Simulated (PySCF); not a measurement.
ZnHI, SMILES [I][ZnH].

Coordinates come from a B3LYP-D3(BJ)/def2-TZVP optimisation. The def2 effective core potentials stand for the cores of I; spin–orbit coupling is left out.

Level of theory: CAM-B3LYP/def2-TZVPD (PySCF).

The molecule is in vacuum.

| Item | Value |
|---|---|
| total energy | -2077.86587 hartree |
| point group | C∞v |
| highest occupied level | -8.92 eV |
| lowest empty level | -0.17 eV |
| orbital gap | 8.75 eV |
| dipole moment | 1.33 D |
| quadrupole, principal values (traceless, Buckingham form, about the centre of nuclear charge) | -2.15, 1.08, 1.08 D·Å |
| mean static polarisability | 62.3 bohr³ (9.24 Å³) |
| polarisability, principal values | 51.6, 51.6, 83.7 bohr³ |
